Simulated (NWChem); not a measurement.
System: AlH$_{3}$O; SMILES [OH][AlH2]

The following NWChem deck was run.

```
start job
memory heap 200 mb stack 900 mb global 1100 mb
geometry units angstroms noautoz
  Al     0.000000    -0.041478     0.560585
  H      0.000000     1.407140     1.213375
  H     -0.000000    -1.391714     1.381931
  O      0.000000    -0.218320    -1.134265
  H     -0.000000     0.490778    -1.778987
end
basis spherical
  * library 6-31+g*
end
dft
  xc xcamb88 1.00 lyp 0.81 vwn_5 0.19 hfexch 1.00
  cam 0.33 cam_alpha 0.19 cam_beta 0.46
  iterations 150
  vectors input atomic output neutral.movecs
end
task dft energy
charge 1
dft
  odft
  mult 2
  vectors input atomic output cation.movecs
end
task dft energy
charge -1
dft
  odft
  mult 2
  vectors input atomic output anion.movecs
end
task dft energy
```

Excerpt of the output:

```
             Northwest Computational Chemistry Package (NWChem) 7.3.0
             --------------------------------------------------------

 CS  symmetry detected

                             Geometry "geometry" -> ""
                             -------------------------

 Output coordinates in angstroms (scale by  1.889725989 to convert to a.u.)

  No.       Tag          Charge          X              Y              Z
 ---- ---------------- ---------- -------------- -------------- --------------
    1 Al                  13.0000    -0.00680696     0.60185867     0.00000000
    2 H                    1.0000     1.39589114     1.34822784     0.00000000
    3 H                    1.0000    -1.40799189     1.33290403     0.00000000
    4 O                    8.0000    -0.07213937    -1.10093940     0.00000000
    5 H                    1.0000     0.67770624    -1.69777940     0.00000000

 Effective nuclear repulsion energy (a.u.)      51.7721142948

      Symmetry information
      --------------------

 Group name             Cs
 Group number              2
 Group order               2
 No. of unique centers     5

                                 NWChem DFT Module
                                 -----------------

 Summary of "ao basis" -> "ao basis" (spherical)
 ------------------------------------------------------------------------------
       Tag                 Description            Shells   Functions and Types
 ---------------- ------------------------------  ------  ---------------------
 Al                         6-31+g*                 10       22   5s4p1d
 H                          6-31+g*                  2        2   2s
 O                          6-31+g*                  8       18   4s3p1d

      Symmetry analysis of basis
      --------------------------

        a'         35
        a"         11

            General Information
            -------------------
          SCF calculation type: DFT
          Wavefunction type:  closed shell.
          No. of atoms     :     5
          No. of electrons :    24
           Alpha electrons :    12
            Beta electrons :    12
          Charge           :     0
          Spin multiplicity:     1
          Use of symmetry is: on ; symmetry adaption is: on
          Maximum number of iterations: 150
          AO basis - number of functions:    46
                     number of shells:    24
          Convergence on energy requested:  1.00D-06
          Convergence on density requested:  1.00D-05
          Convergence on gradient requested:  5.00D-04

              XC Information
              --------------
                     Hartree-Fock (Exact) Exchange  1.000
                   CAM-Becke88 Exchange Functional  1.000
                      VWN V Correlation Functional  0.190 local
              Lee-Yang-Parr Correlation Functional  0.810

           Range-Separation Parameters
           ---------------------------
           Alpha           :  0.19
           Beta            :  0.46
           Gamma           :  0.33
           Short-Range HF  :     F

             Grid Information
             ----------------
          Grid used for XC integration:  medium
          Radial quadrature: Mura-Knowles
          Angular quadrature: Lebedev.
          Tag              B.-S. Rad. Rad. Pts. Rad. Cut. Ang. Pts.
          ---              ---------- --------- --------- ---------
          Al                  1.25       88           9.0       590
          H                   0.35       45          10.0       434
          O                   0.60       49          10.0       434
          Grid pruning is: on
          Number of quadrature shells:   272
          Spatial weights used:  Erf1

      Superposition of Atomic Density Guess
      -------------------------------------

 Sum of atomic energies:        -318.11028963

      Non-variational initial energy
      ------------------------------

 Total energy =    -318.361090
 1-e energy   =    -543.566822
 2-e energy   =     173.433618
 HOMO         =      -0.358327
 LUMO         =      -0.003454

      Symmetry analysis of molecular orbitals - initial
      -------------------------------------------------

  Numbering of irreducible representations:

     1 a'          2 a"

  Orbital symmetries:

     1 a'          2 a'          3 a'          4 a'          5 a'
     6 a"          7 a'          8 a'          9 a'         10 a"
    11 a'         12 a'         13 a"         14 a'         15 a'
    16 a'         17 a'         18 a"         19 a'         20 a'
    21 a'         22 a"

   convergence    iter        energy       DeltaE   RMS-Dens  Diis-err
 ---------------- ----- ----------------- --------- --------- ---------
 d= 0,ls=0.0,diis     1   -319.3843586607 -3.71D+02  1.92D-02  5.66D-01
 d= 0,ls=0.0,diis     2   -319.3473232669  3.70D-02  9.09D-03  1.09D+00
 d= 0,ls=0.0,diis     3   -319.4494285243 -1.02D-01  9.94D-04  3.84D-03
 d= 0,ls=0.0,diis     4   -319.4499001963 -4.72D-04  2.06D-04  7.70D-05
 d= 0,ls=0.0,diis     5   -319.4499139907 -1.38D-05  6.49D-05  2.02D-06
 d= 0,ls=0.0,diis     6   -319.4499146895 -6.99D-07  8.14D-06  3.44D-08

         Total DFT energy =     -319.449914689450
      One electron energy =     -545.547763676498
           Coulomb energy =      202.679644457681
    Exchange-Corr. energy =      -28.353909765450
 Nuclear repulsion energy =       51.772114294817

 Numeric. integr. density =       24.000005933444

                  Occupations of the irreducible representations
                  ----------------------------------------------

                     irrep           alpha         beta
                     --------     --------     --------
                     a'               10.0         10.0
                     a"                2.0          2.0

                       DFT Final Molecular Orbital Analysis
                       ------------------------------------

 Vector   10  Occ=2.000000D+00  E=-4.078625D-01  Symmetry=a'
              MO Center= -4.5D-01, -2.3D-01,  1.0D-15, r^2= 2.4D+00
   Bfn.  Coefficient  Atom+Function         Bfn.  Coefficient  Atom+Function
  ----- ------------  ---------------      ----- ------------  ---------------
    30      0.358732  4 O  py                29      0.334695  4 O  px
     8     -0.224161  1 Al py                33      0.223591  4 O  px
    34      0.217617  4 O  py                25     -0.186367  3 H  s
    26     -0.183170  3 H  s                  7      0.174555  1 Al px
     4      0.106909  1 Al py                 6     -0.105483  1 Al s

 Vector   11  Occ=2.000000D+00  E=-3.976080D-01  Symmetry=a"
              MO Center= -5.6D-02, -1.0D+00,  7.8D-16, r^2= 8.7D-01
   Bfn.  Coefficient  Atom+Function         Bfn.  Coefficient  Atom+Function
  ----- ------------  ---------------      ----- ------------  ---------------
    31      0.605505  4 O  pz                35      0.413590  4 O  pz
     9      0.135567  1 Al pz                39      0.119553  4 O  pz
     5     -0.061073  1 Al pz                19     -0.053636  1 Al d -1

 Vector   12  Occ=2.000000D+00  E=-3.608909D-01  Symmetry=a'
              MO Center=  1.3D-01,  8.7D-01, -8.3D-15, r^2= 3.1D+00
   Bfn.  Coefficient  Atom+Function         Bfn.  Coefficient  Atom+Function
  ----- ------------  ---------------      ----- ------------  ---------------
     7      0.321944  1 Al px                24      0.292199  2 H  s
    26     -0.244203  3 H  s                 23      0.242502  2 H  s
    29     -0.216155  4 O  px                25     -0.209627  3 H  s
    33     -0.145840  4 O  px                 3     -0.134840  1 Al px
    30     -0.129376  4 O  py                37     -0.095917  4 O  px

 Vector   13  Occ=0.000000D+00  E=-8.285996D-03  Symmetry=a"
              MO Center=  3.3D-03,  8.1D-01, -3.7D-14, r^2= 6.2D+00
   Bfn.  Coefficient  Atom+Function         Bfn.  Coefficient  Atom+Function
  ----- ------------  ---------------      ----- ------------  ---------------
    17      0.497659  1 Al pz                 9      0.435397  1 Al pz
    13      0.354522  1 Al pz                39     -0.220314  4 O  pz
    31     -0.172957  4 O  pz                 5     -0.150355  1 Al pz
    35     -0.123072  4 O  pz                19      0.044581  1 Al d -1

 Vector   14  Occ=0.000000D+00  E= 1.552592D-02  Symmetry=a'
              MO Center=  6.5D-01, -8.4D-01,  2.0D-14, r^2= 9.2D+00
   Bfn.  Coefficient  Atom+Function         Bfn.  Coefficient  Atom+Function
  ----- ------------  ---------------      ----- ------------  ---------------
    14      1.358841  1 Al s                 16     -1.002757  1 Al py
    10     -0.730193  1 Al s                 15      0.373586  1 Al px
    36     -0.328309  4 O  s                 32     -0.303931  4 O  s
    11     -0.289555  1 Al px                46      0.210237  5 H  s
    12      0.191263  1 Al py                 8     -0.163495  1 Al py

 Vector   15  Occ=0.000000D+00  E= 4.328835D-02  Symmetry=a'
              MO Center=  4.9D-01,  2.5D+00,  2.5D-14, r^2= 1.0D+01
   Bfn.  Coefficient  Atom+Function         Bfn.  Coefficient  Atom+Function
  ----- ------------  ---------------      ----- ------------  ---------------
    14     -2.442241  1 Al s                 10      2.317959  1 Al s
    16     -0.885192  1 Al py                12      0.308978  1 Al py
    15     -0.291953  1 Al px                36     -0.259754  4 O  s
    11      0.192207  1 Al px                 2     -0.113485  1 Al s
     6      0.097411  1 Al s                 38     -0.090283  4 O  py

     Multipole analysis of the density
     ---------------------------------

     L   x y z        total         alpha         beta         nuclear
     -   - - -        -----         -----         ----         -------
     0   0 0 0     -0.000000    -12.000000    -12.000000     24.000000

     1   1 0 0      0.574274      0.287137      0.287137     -0.000000
     1   0 1 0      0.009408      0.004704      0.004704      0.000000
     1   0 0 1     -0.000000     -0.000000     -0.000000      0.000000

     2   2 0 0    -16.579531    -16.204091    -16.204091     15.828650
     2   1 1 0     -2.358688     -0.173688     -0.173688     -2.011311
     2   1 0 1     -0.000000     -0.000000     -0.000000      0.000000
     2   0 2 0    -15.183534    -44.877941    -44.877941     74.572347
     2   0 1 1     -0.000000     -0.000000     -0.000000      0.000000
     2   0 0 2    -13.036980     -6.518490     -6.518490      0.000000

                                 NWChem DFT Module
                                 -----------------

      Symmetry analysis of basis
      --------------------------

        a'         35
        a"         11

            General Information
            -------------------
          SCF calculation type: DFT
          Wavefunction type:  spin polarized.
          No. of atoms     :     5
          No. of electrons :    23
           Alpha electrons :    12
            Beta electrons :    11
          Charge           :     1
          Spin multiplicity:     2
          Use of symmetry is: on ; symmetry adaption is: on
          Maximum number of iterations: 150
          This is a Direct SCF calculation.
          AO basis - number of functions:    46
                     number of shells:    24
          Convergence on energy requested:  1.00D-06
          Convergence on density requested:  1.00D-05
          Convergence on gradient requested:  5.00D-04

              XC Information
              --------------
                     Hartree-Fock (Exact) Exchange  1.000
                   CAM-Becke88 Exchange Functional  1.000
                      VWN V Correlation Functional  0.190 local
              Lee-Yang-Parr Correlation Functional  0.810

           Range-Separation Parameters
           ---------------------------
           Alpha           :  0.19
           Beta            :  0.46
           Gamma           :  0.33
           Short-Range HF  :     F

             Grid Information
             ----------------
          Grid used for XC integration:  medium
          Radial quadrature: Mura-Knowles
          Angular quadrature: Lebedev.
          Tag              B.-S. Rad. Rad. Pts. Rad. Cut. Ang. Pts.
          ---              ---------- --------- --------- ---------
          Al                  1.25       88           9.0       590
          H                   0.35       45          10.0       434
          O                   0.60       49          10.0       434
          Grid pruning is: on
          Number of quadrature shells:   272
          Spatial weights used:  Erf1

      Superposition of Atomic Density Guess
      -------------------------------------

 Sum of atomic energies:        -318.11028963

 Renormalizing density from      24.00 to     23

      Non-variational initial energy
      ------------------------------

 Total energy =    -309.864174
 1-e energy   =    -520.918204
 2-e energy   =     159.281916
 HOMO         =      -0.643194
 LUMO         =      -0.292061

   Symmetry analysis of molecular orbitals - initial alpha
   -------------------------------------------------------

  Numbering of irreducible representations:

     1 a'          2 a"

  Orbital symmetries:

     1 a'          2 a'          3 a'          4 a'          5 a'
     6 a"          7 a'          8 a'          9 a'         10 a"
    11 a'         12 a'         13 a"         14 a'         15 a'
    16 a'         17 a'         18 a'         19 a'         20 a"
    21 a'         22 a"

   Symmetry analysis of molecular orbitals - initial beta
   ------------------------------------------------------

  Numbering of irreducible representations:

     1 a'          2 a"

  Orbital symmetries:

     1 a'          2 a'          3 a'          4 a'          5 a'
     6 a"          7 a'          8 a'          9 a'         10 a"
    11 a'         12 a'         13 a"         14 a'         15 a'
    16 a'         17 a'         18 a'         19 a'         20 a"
    21 a'         22 a"

   convergence    iter        energy       DeltaE   RMS-Dens  Diis-err
 ---------------- ----- ----------------- --------- --------- ---------
 d= 0,ls=0.0,diis     1   -318.7306714598 -3.71D+02  2.41D-02  7.18D-01
                                                     2.49D-02  6.83D-01
 d= 0,ls=0.0,diis     2   -317.4495946341  1.28D+00  1.94D-02  3.54D+00
                                                     2.07D-02  2.56D+00
 d= 0,ls=0.0,diis     3   -319.0180113627 -1.57D+00  3.12D-03  3.63D-02
                                                     3.85D-03  3.59D-02
 d= 0,ls=0.0,diis     4   -319.0402728333 -2.23D-02  7.45D-04  1.05D-03
                                                     8.30D-04  7.27D-04
 d= 0,ls=0.0,diis     5   -319.0411329336 -8.60D-04  3.06D-04  5.17D-04
                                                     5.06D-04  3.22D-04
  Resetting Diis
 d= 0,ls=0.0,diis     6   -319.0415065774 -3.74D-04  3.37D-04  2.66D-04
                                                     4.85D-04  1.33D-04
 d= 0,ls=0.0,diis     7   -319.0417538526 -2.47D-04  2.33D-04  8.66D-05
                                                     1.76D-04  3.87D-05
 d= 0,ls=0.0,diis     8   -319.0417795059 -2.57D-05  7.24D-05  7.93D-05
                                                     1.71D-04  1.29D-04
 d= 0,ls=0.0,diis     9   -319.0418392965 -5.98D-05  3.32D-04  2.18D-05
                                                     5.12D-04  8.63D-06
 d= 0,ls=0.0,diis    10   -319.0419147257 -7.54D-05  7.97D-05  3.05D-06
                                                     1.12D-04  2.09D-06
 d= 0,ls=0.0,diis    11   -319.0419191630 -4.44D-06  2.94D-05  1.53D-07
                                                     3.59D-05  1.51D-07
 d= 0,ls=0.0,diis    12   -319.0419194312 -2.68D-07  5.66D-06  5.60D-08
                                                     5.87D-06  3.17D-08

[...]
```

Level: CAM-B3LYP/6-31+G* (spherical d), vertical spin-unrestricted ions. Coordinates come from a PBE0/def2-SVP optimisation.
